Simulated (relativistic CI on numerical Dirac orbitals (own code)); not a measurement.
## Au59+: computed level list

Calculated at this level of theory: Dirac-Coulomb-Breit CI, orbitals from a KLI potential per configuration, model QED (radiative potential, 1s self-energy scaled to tabulated hydrogen-like ionisation energies), unscaled Slater integrals (own radial code, finite nucleus).

Configuration list (outside the closed core [Ne]): 3s2 3p6 3d2, 3s2 3p5 3d3, 3s 3p6 3d3, 3s2 3p6 3d 4s, 3s2 3p6 3d 4p, 3s2 3p6 3d 4d, 3s2 3p5 3d2 4s, 3s2 3p6 3d 4f, 3s2 3p5 3d2 4p, 3s2 3p5 3d2 4d, 3s 3p6 3d2 4s, 3p6 3d3 4p, 3s2 3p6 4s2, 3s 3p6 3d2 4p, 3s2 3p6 4s 4p, 3s2 3p6 3d 5s, 3s2 3p6 3d 5d, 3s2 3p6 3d 5g, 3p6 3d4, 3p5 3d5, 3p5 3d4 4s, 3p6 3d3 4s, 3p5 3d3 4s2, 3s2 3p6 4s 4d, 3s2 3p5 4s2 4d, 3s2 3p6 4p2, 3s2 3p5 4s 4p2, 3s 3p6 3d 4s2, 3s 3p6 4s2 4p, 3s 3p6 4s2 4d. Double excitations out of closed p, d and f shells are left out; levels of such configurations are missing from the list, as are those of other unlisted configurations, and high levels can miss mixing partners. These lack a partner that the ground configuration has and come out too high: 3s2 3p5 3d2 4p, 3s2 3p5 3d2 4d.

The lowest level is 3s2 3p6 3d2 3F_2, with 72 % of that term; Hund's rules for 3s2 3p6 3d2 give 3F with J = 2, in agreement.

| No. | Configuration | Term | J | E (eV) | % | Next component (%) | Lifetime (s) |
| --- | --- | --- | --- | --- | --- | --- | --- |
| 1 | 3s2 3p6 3d2 | 3F | 2 | 0.000 | 72 | 24 1D |  |
| 2 | 3s2 3p6 3d2 | 3P | 0 | 26.584 | 68 | 32 1S | 3.87e-02 |
| 3 | 3s2 3p6 3d2 | 3F | 3 | 99.146 | 100 |  | 1.07e-07 |
| 4 | 3s2 3p6 3d2 | 3P | 2 | 110.779 | 50 | 29 1D | 2.22e-07 |
| 5 | 3s2 3p6 3d2 | 1G | 4 | 114.494 | 72 | 28 3F | 8.18e-05 |
| 6 | 3s2 3p6 3d2 | 3P | 1 | 116.400 | 100 |  | 1.90e-07 |
| 7 | 3s2 3p6 3d2 | 3F | 4 | 207.289 | 72 | 28 1G | 8.11e-08 |
| 8 | 3s2 3p6 3d2 | 1D | 2 | 216.844 | 47 | 47 3P | 7.73e-08 |
| 9 | 3s2 3p6 3d2 | 1S | 0 | 244.294 | 68 | 32 3P | 5.39e-08 |
| 10 | 3s2 3p5 3d3 | 3D° | 2 | 297.590 | 27 | 19 5F° | 9.31e-11 |
| 11 | 3s2 3p5 3d3 | 5D° | 1 | 303.674 | 26 | 22 3P° | 6.63e-11 |
| 12 | 3s2 3p5 3d3 | 5D° | 0 | 307.789 | 48 | 46 3P° | 6.46e-09 |
| 13 | 3s2 3p5 3d3 | 3F° | 3 | 309.180 | 25 | 19 3G° | 2.35e-10 |
| 14 | 3s2 3p5 3d3 | 5F° | 3 | 386.499 | 39 | 23 5D° | 1.27e-10 |
| 15 | 3s2 3p5 3d3 | 5G° | 4 | 392.828 | 35 | 22 5F° | 2.25e-10 |
| 16 | 3s2 3p5 3d3 | 5S° | 2 | 394.519 | 28 | 23 3P° | 8.34e-11 |
| 17 | 3s2 3p5 3d3 | 5D° | 2 | 397.940 | 42 | 32 3F° | 4.83e-11 |
| 18 | 3s2 3p5 3d3 | 5D° | 1 | 399.854 | 40 | 34 3D° | 5.27e-11 |
| 19 | 3s2 3p5 3d3 | 3H° | 5 | 401.858 | 32 | 32 3G° | 8.77e-11 |
| 20 | 3s2 3p5 3d3 | 3H° | 6 | 402.362 | 43 | 25 3I° | 2.73e-02 |
| 21 | 3s2 3p5 3d3 | 3G° | 3 | 402.978 | 43 | 23 3F° | 1.02e-10 |
| 22 | 3s2 3p5 3d3 | 3P° | 0 | 403.185 | 40 | 38 5D° | 1.23e-10 |
| 23 | 3s2 3p5 3d3 | 3F° | 4 | 403.985 | 30 | 21 3H° | 8.75e-11 |
| 24 | 3s2 3p5 3d3 | 3G° | 4 | 410.861 | 36 | 20 3F° | 3.09e-10 |
| 25 | 3s2 3p5 3d3 | 3D° | 2 | 412.944 | 33 | 24 1D° | 1.36e-10 |
| 26 | 3s2 3p5 3d3 | 3S° | 1 | 413.864 | 33 | 25 3P° | 4.00e-11 |
| 27 | 3s2 3p5 3d3 | 3G° | 3 | 413.897 | 26 | 23 3F° | 7.89e-11 |
| 28 | 3s2 3p5 3d3 | 3G° | 5 | 419.711 | 31 | 31 1H° | 3.03e-10 |
| 29 | 3s2 3p5 3d3 | 3F° | 4 | 433.301 | 40 | 26 5D° | 3.95e-10 |
| 30 | 3s2 3p5 3d3 | 3P° | 2 | 437.792 | 30 | 22 3D° | 7.48e-12 |
| 31 | 3s2 3p5 3d3 | 3D° | 1 | 447.209 | 41 | 17 3P° | 7.68e-13 |
| 32 | 3s2 3p5 3d3 | 3G° | 3 | 447.420 | 29 | 27 3D° | 1.47e-12 |
| 33 | 3s2 3p5 3d3 | 3F° | 2 | 450.559 | 48 | 21 1D° | 6.80e-13 |
| 34 | 3s2 3p5 3d3 | 3G° | 3 | 451.702 | 42 | 21 3D° | 9.46e-13 |
| 35 | 3s2 3p5 3d3 | 3D° | 1 | 480.500 | 42 | 29 1P° | 5.23e-13 |
| 36 | 3s2 3p5 3d3 | 5F° | 4 | 488.808 | 31 | 24 3G° | 4.04e-10 |
| 37 | 3s2 3p5 3d3 | 5G° | 5 | 493.609 | 44 | 21 5F° | 6.24e-11 |
| 38 | 3s2 3p5 3d3 | 3D° | 2 | 496.097 | 31 | 28 3F° | 1.67e-10 |
| 39 | 3s2 3p5 3d3 | 5G° | 6 | 497.658 | 50 | 23 3I° | 1.15e-07 |
| 40 | 3s2 3p5 3d3 | 3I° | 7 | 505.512 | 100 |  | 3.02e-07 |
| 41 | 3s2 3p5 3d3 | 3G° | 3 | 505.640 | 24 | 21 1F° | 1.27e-11 |
| 42 | 3s2 3p5 3d3 | 3G° | 5 | 506.055 | 35 | 30 3H° | 9.34e-11 |
| 43 | 3s2 3p5 3d3 | 3P° | 1 | 507.120 | 60 | 18 5D° | 2.82e-11 |
| 44 | 3s2 3p5 3d3 | 3D° | 2 | 507.260 | 32 | 15 3P° | 9.85e-12 |
| 45 | 3s2 3p5 3d3 | 3F° | 4 | 507.452 | 32 | 26 3G° | 3.76e-11 |
| 46 | 3s2 3p5 3d3 | 3D° | 3 | 513.213 | 40 | 24 5D° | 3.41e-11 |
| 47 | 3s2 3p5 3d3 | 3F° | 4 | 518.247 | 44 | 17 3H° | 4.44e-12 |
| 48 | 3s2 3p5 3d3 | 3H° | 6 | 519.382 | 69 | 24 1I° | 2.73e-07 |
| 49 | 3s2 3p5 3d3 | 3F° | 3 | 519.736 | 43 | 31 3D° | 9.69e-12 |
| 50 | 3s2 3p5 3d3 | 3D° | 1 | 521.031 | 55 | 16 1P° | 4.27e-11 |
| 51 | 3s2 3p5 3d3 | 3G° | 5 | 521.168 | 69 | 16 1H° | 6.25e-12 |
| 52 | 3s2 3p5 3d3 | 1G° | 4 | 521.315 | 35 | 25 3G° | 5.51e-12 |
| 53 | 3s2 3p5 3d3 | 3P° | 0 | 526.700 | 77 | 22 5D° | 4.18e-08 |
| 54 | 3s2 3p5 3d3 | 1D° | 2 | 529.168 | 39 | 37 3F° | 3.01e-11 |
| 55 | 3s2 3p5 3d3 | 3G° | 3 | 534.371 | 25 | 19 3F° | 2.10e-12 |
| 56 | 3s2 3p5 3d3 | 3F° | 4 | 539.414 | 45 | 37 3G° | 3.13e-12 |
| 57 | 3s2 3p5 3d3 | 1D° | 2 | 544.353 | 28 | 20 5D° | 1.22e-12 |
| 58 | 3s2 3p5 3d3 | 1H° | 5 | 546.893 | 45 | 39 3G° | 1.62e-12 |
| 59 | 3s2 3p5 3d3 | 3P° | 1 | 549.900 | 36 | 34 3D° | 1.03e-11 |
| 60 | 3s2 3p5 3d3 | 3F° | 3 | 554.220 | 36 | 33 1F° | 2.83e-12 |
| 61 | 3s2 3p5 3d3 | 3D° | 2 | 554.690 | 50 | 19 3P° | 7.04e-13 |
| 62 | 3s2 3p5 3d3 | 3S° | 1 | 559.419 | 23 | 20 3D° | 6.49e-13 |
| 63 | 3s2 3p5 3d3 | 3D° | 2 | 559.615 | 40 | 25 1D° | 3.85e-12 |
| 64 | 3s2 3p5 3d3 | 3F° | 3 | 560.279 | 35 | 22 3D° | 5.70e-13 |
| 65 | 3s2 3p5 3d3 | 1G° | 4 | 562.594 | 41 | 25 3G° | 5.61e-13 |
| 66 | 3s2 3p5 3d3 | 3D° | 2 | 566.605 | 47 | 19 1D° | 5.90e-13 |
| 67 | 3s2 3p5 3d3 | 3P° | 1 | 571.520 | 43 | 40 3D° | 5.63e-13 |
| 68 | 3s2 3p5 3d3 | 3P° | 0 | 572.079 | 83 | 9 5D° | 5.82e-13 |
| 69 | 3s2 3p5 3d3 | 1F° | 3 | 572.685 | 39 | 29 3D° | 5.57e-13 |
| 70 | 3s2 3p5 3d3 | 3H° | 6 | 599.803 | 50 | 38 5G° | 5.76e-08 |

Energies count from the lowest computed level; ° marks odd parity; lifetimes are radiative, by E1, M1, E2, M2, E3 decay to levels of this space only.

The mean weight of the leading LS term, summed over parents, in these 70 levels is 45 %, and that of the leading jj configuration (from the same eigenvectors) 98 %, so jj coupling describes them better and the LS labels are nominal.

At this charge energies of transitions that change n are usually good to better than 1 %, and those within a shell (Δn = 0) to a few per cent.

LS names give the leading component of a level, which can be under half, so a name can repeat, a term be missing and a line seem to break the LS rules.
